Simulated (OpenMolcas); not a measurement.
**P3+: effect of the active space**

```json
{
  "Program": "OpenMolcas",
  "Method": "SS-CASPT2 or its RAS form, IPEA 0.25 Eh, imaginary shift 0.1 Eh",
  "Basis": "ANO-RCC-VQZP",
  "Scalar Hamiltonian": "DKH2, point nucleus",
  "Spin-orbit coupling": "RASSI with atomic mean-field integrals over the reference wave functions, term energies averaged over their components"
}
```

A. 2 electrons in 4 orbitals (3s 3p); 2S+1 = 3 even, 3 roots; 2S+1 = 1 even, 7 roots; 2S+1 = 3 odd, 3 roots; 2S+1 = 1 odd, 3 roots; closed shells correlated: 2s 2p; CASPT2 step of the order of 2 core-seconds
B. 2 electrons in 8 orbitals (3s 3p 4s 4p); 2S+1 = 3 even, 3 roots; 2S+1 = 1 even, 7 roots; 2S+1 = 3 odd, 3 roots; 2S+1 = 1 odd, 3 roots; closed shells correlated: 2s 2p; CASPT2 step of the order of 5 core-seconds
C. 2 electrons in 9 orbitals (RAS2 3s 3p; RAS3 3d, at most 2 electrons); 2S+1 = 3 even, 3 roots; 2S+1 = 1 even, 7 roots; 2S+1 = 3 odd, 3 roots; 2S+1 = 1 odd, 3 roots; closed shells correlated: 2s 2p; CASPT2 step of the order of 5 core-seconds

Energies in cm⁻¹ above 3s² ¹S₀, the measured ground level; measured values from Martin, Zalubas and Musgrove, J. Phys. Chem. Ref. Data 14, 751 (1985).

| Level | A | B | C | Measured |
| --- | --- | --- | --- | --- |
| 3s² ¹S₀ | 0.0 | 0.0 | 0.0 | 0.0 |
| 3s 3p ³P°₀ | 67445 | 67485 | 67296 | 67918 |
| 3s 3p ³P°₁ | 67643 | 67683 | 67492 | 68146 |
| 3s 3p ³P°₂ | 68044 | 68083 | 67891 | 68615 |
| 3s 3p ¹P°₁ | 107492 | 107211 | 105826 |  |
| 3p² ³P₀ | 165354 | 165275 | 164931 | 164941 |
| 3p² ³P₁ | 165558 | 165479 | 165134 | 165185 |
| 3p² ³P₂ | 165831 | 165955 | 165527 | 165654 |
| 3p² ¹D₂ | 166593 | 164993 | 157967 | 158142 |

Deviations, from unrounded energies. A percentage is the sum of absolute deviations over the sum of measured energies, with the sign that they share, or ± where signs differ.

| Against measurement | Levels | A | B | C |
| --- | --- | --- | --- | --- |
| mean absolute deviation (cm-1) | 7 | 1600 | 1300 | 340 |
| other configurations (%) | 7 | ±1.3 | ±1.1 | -0.3 |

C lies closest to measurement on these levels and A furthest from it. The largest miss of C in the table is 3s 3p ³P°₂, by -720 cm-1. The ranking rests on the paired levels alone, and a cruder setting can come out closer through cancelling errors.

Among A to C the level of the table that moves most is 3p² ¹D₂, by 8600 cm-1 (lowest in C, highest in A).

Over all roots computed the reference weight is 0.92 to 0.99 in A, 0.90 to 1.00 in B; the roots of lowest weight are the least certain, and an intruder state may touch them. Some levels mix across a computed gap that differs much from the measured one, so their mixing is not that of the real levels (holds for A; B). The ¹D term of p² mixes with s d, which this space lacks (holds for A; B). Active for correlation alone: 4p 4s; no level in the range computed is led by a configuration that fills them, so any true level of that kind is missing (holds for B). Active for correlation alone: 3d; no level in the range computed is led by a configuration that fills it, so any true level of that kind is missing (holds for C). Some terms mix strongly with configurations of 3d, whose occupation reaches 0.27 (3p² ¹D) (holds for C). Measured partners are found by configuration, term and J. A level has none where our copy of the source lacks it or the pairing is in doubt (some pairs that miss far off the trend of their configuration count as doubtful), and it then counts in no deviation. Levels of configurations outside the active space are missing. Levels that lie high or do not pair safely by name in every column are left out.

° marks odd parity.
